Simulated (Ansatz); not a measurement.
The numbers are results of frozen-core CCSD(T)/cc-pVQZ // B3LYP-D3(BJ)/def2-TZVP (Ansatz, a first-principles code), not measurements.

Ansatz 0.2 input:
```yaml
crystal:
  periodic: [false, false, false]
  atoms:
    - { symbol: B, position_ang: [-1.404202, -0.060621, 0.00023] }
    - { symbol: B, position_ang: [0.21843, -0.424407, -0.014296] }
    - { symbol: N, position_ang: [1.300918, 0.444866, -0.137882] }
    - { symbol: H, position_ang: [-2.070047, -0.072869, -0.994367] }
    - { symbol: H, position_ang: [-2.005763, 0.133445, 1.016698] }
    - { symbol: H, position_ang: [0.488079, -1.594794, 0.097052] }
    - { symbol: H, position_ang: [2.257754, 0.131645, -0.136427] }
    - { symbol: H, position_ang: [1.214829, 1.442732, -0.236937] }
basis:
  gaussian: { orbitals: cc-pVQZ }
correlation:
  method: ccsd_t
```

Output:

```
Functional definition: HF
1841 factors; integrals over basis functions are off by at most 9.3e-4 eV
mean field evaluation 1: about -2902.8885 eV, gradient 3.3e1 eV
mean field evaluation 2: about -2902.8886 eV, gradient 3.3e1 eV
mean field evaluation 4: about -2905.5137 eV, gradient 3.2e0 eV
mean field evaluation 8: about -2905.5521 eV, gradient 1.4e-1 eV
mean field evaluation 16: about -2905.5511 eV, gradient 5.7e-1 eV
mean field -2905.55237050 eV, -106.7770801618 hartree, gradient 2.8e-6 eV, S^2 0.000000; 0 other end points of the search recorded, 0 dependent functions left out
3 core orbitals not correlated
reference -2905.55237050 eV, -106.7770801618 hartree; 8, 8 occupied and 304, 304 virtual orbitals, 1841 factors
second order -12.12601909 eV of doubles, -0.00000000 eV of singles
cycle   1  -12.57900718 eV  change   -4.5e-1 eV  update   7.2e-2
cycle   2  -12.90930085 eV  change   -3.3e-1 eV  update   2.2e-2
cycle   3  -12.96418092 eV  change   -5.5e-2 eV  update   1.1e-2
cycle   4  -12.95581216 eV  change    8.4e-3 eV  update   3.4e-3
cycle   5  -12.95645408 eV  change   -6.4e-4 eV  update   1.7e-3
cycle   6  -12.95637521 eV  change    7.9e-5 eV  update   4.9e-4
cycle   7  -12.95621461 eV  change    1.6e-4 eV  update   1.8e-4
cycle   8  -12.95625459 eV  change   -4.0e-5 eV  update   9.3e-5
cycle   9  -12.95627668 eV  change   -2.2e-5 eV  update   4.4e-5
cycle  10  -12.95625039 eV  change    2.6e-5 eV  update   1.8e-5
cycle  11  -12.95626342 eV  change   -1.3e-5 eV  update   6.9e-6
perturbative correction -0.47884436 eV, -0.0175972056 hartree
Total energy: -2918.98747828 eV, -107.2708112661 hartree
```

Cost: about 40 core-minutes (a rough figure).
